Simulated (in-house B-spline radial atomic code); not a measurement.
# How G0W0 and RPA depend on the start: Sr IX (Sr8+)

Configuration [Ar] 3d10 4s2. Computed with a B-spline radial code for spherical atoms: all electrons, scalar-relativistic (spin-free one-electron X2C), finite nucleus, each spin shell either full or empty, empty states to l = 9 with an (l + 1/2)⁻⁴ tail; G0W0 by contour deformation at full frequency.

| start | mean-field 4s (eV) | G0W0 (eV) | QP weight | RPA correlation (Eh) |
| --- | --- | --- | --- | --- |
| Hartree-Fock | -156.29 | -158.65 | 0.982 | -2.17 |
| LDA VWN5 | -151.15 | ? | ? | ? |
| PBE | -150.58 | -159.16 | 0.970 | -2.3398 |
| PBE0 | -152.27 | ? | ? | ? |
| r2SCAN | -150.80 | -159.10 | 0.971 | -2.3103 |
| HSE06 | -152.07 | -159.05 | 0.973 | -2.2962 |
| B3LYP (VWN-RPA) | -152.33 | -159.07 | 0.973 | -2.3031 |
| SCAN | -151.03 | -159.09 | 0.971 | -2.3092 |
| TPSS | -150.37 | -159.16 | 0.970 | -2.3316 |
| BHandHLYP | -154.13 | -158.90 | 0.977 | -2.2498 |
| CAM-B3LYP | -154.27 | -158.99 | 0.976 | -2.287 |
| LC-wPBE | -155.81 | -158.96 | 0.978 | -2.293 |
| wB97X | -155.33 | -158.90 | 0.977 | -2.2808 |
| PBEsol | -150.56 | -159.18 | 0.970 | -2.341 |
| BLYP | -150.79 | -159.18 | 0.970 | -2.3411 |
| r2SCAN0 | -152.49 | -158.98 | 0.975 | -2.2726 |
| LDA exchange-only | -149.42 | -159.25 | 0.971 | -2.3434 |

(1) What G0W0 level, weight and RPA correlation energy follow from the LDA VWN5 start?

(2) What G0W0 level, weight and RPA correlation energy follow from the PBE0 start?

(3) How much of the dependence on the start does G0W0 remove?

Answers

(1) G0W0 level -159.23 eV, weight 0.970, RPA correlation -2.3434 hartree.

(2) G0W0 level -159.01 eV, weight 0.974, RPA correlation -2.2927 hartree.

(3) The mean-field levels span 6.87 eV and the G0W0 levels 0.597 eV. Against 158.33 ± 0.25 eV (NIST, semi-empirical) the G0W0 removal energies are off by +0.32 to +0.92 eV, with spin-orbit coupling, Breit and QED terms left out.
